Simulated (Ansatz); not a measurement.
Consider the redistribution: `B[SiH2][GeH3]` + `[OH][SnH2][F]` → `F[SiH2][GeH3]` + `[BH2][SnH2][OH]`.

Isolated molecules relaxed with PBE0-D4/def2-TZVP in Ansatz; ΔE leaves out vibrations. CCSD(T)/CBS is the MP2 limit (def2-TZVPP, def2-QZVPP) plus CCSD(T) − MP2 in def2-TZVPP, frozen cores. Functionals use def2-TZVPP. Elements past krypton have def2 core potentials. For Ge, Sn outer-core shells are correlated without core-valence functions, which leaves a few kJ/mol of doubt a bond. Scalar relativity is left out up to krypton. Each species was taken in one conformer, which may not be the lowest.

| species | r2SCANh-D4 energy (Eh) |
| --- | --- |
| `B[SiH2][GeH3]` | -2395.45786 |
| `[OH][SnH2][F]` | -391.26751 |
| `F[SiH2][GeH3]` | -2469.35900 |
| `[BH2][SnH2][OH]` | -317.38351 |

(1) Work out ΔE.

Largest T1 diagnostic among the species: 0.014.

Results:

(1) ΔE = (-2469.35900) + (-317.38351) − (-2395.45786) − (-391.26751) = -0.01714 Eh = -45.0 kJ/mol. CCSD(T)/CBS gives -52.7 kJ/mol.

From r2SCAN to r2SCAN0 (25 % exact exchange), in def2-TZVPP and without D4, ΔE moves by −7.5 kJ/mol. Leaving LDA and LC-ωPBE aside and taking each functional with its dispersion term where it has one, the values, not all of them listed here, spread over 25.0 kJ/mol, from BHLYP-D4 to revPBE-D4. LDA lies −6.5 kJ/mol from PBE without D4. In def2-TZVPP, CCSD(T) changes the Hartree–Fock value by +10.0 kJ/mol (the triples alone add +3.7 kJ/mol) and MP2 by +6.3 kJ/mol.
